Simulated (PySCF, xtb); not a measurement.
C₂H₇OSi, SMILES C[SiH](C)[O], multiplicity 2.

Harmonic wavenumbers (cm⁻¹) from xtb 6.7.1 with GFN2-xTB at its own minimum, in rising order: 93, 144, 165, 191, 266, 493, 586, 590, 698, 751, 767, 793, 804, 1185, 1252, 1293, 1433, 1440, 1445, 1450, 2255, 3071, 3076, 3099, 3103, 3104, 3107.

Task: What does PBE-D3(BJ)/def2-SVP in PySCF 2.14.0 give at its own minimum? (An estimate is asked for; the answer gives what the named calculation found.)

Result: 131, 149, 186, 198, 246, 579, 600, 627, 666, 678, 793, 811, 820, 898, 1157, 1194, 1349, 1373, 1375, 1388, 2117, 2974, 2979, 3074, 3087, 3093, 3120. Paired by order, the mean absolute difference is 58 cm⁻¹ and the zero-point energies are 52.4 and 51.0 kcal/mol.
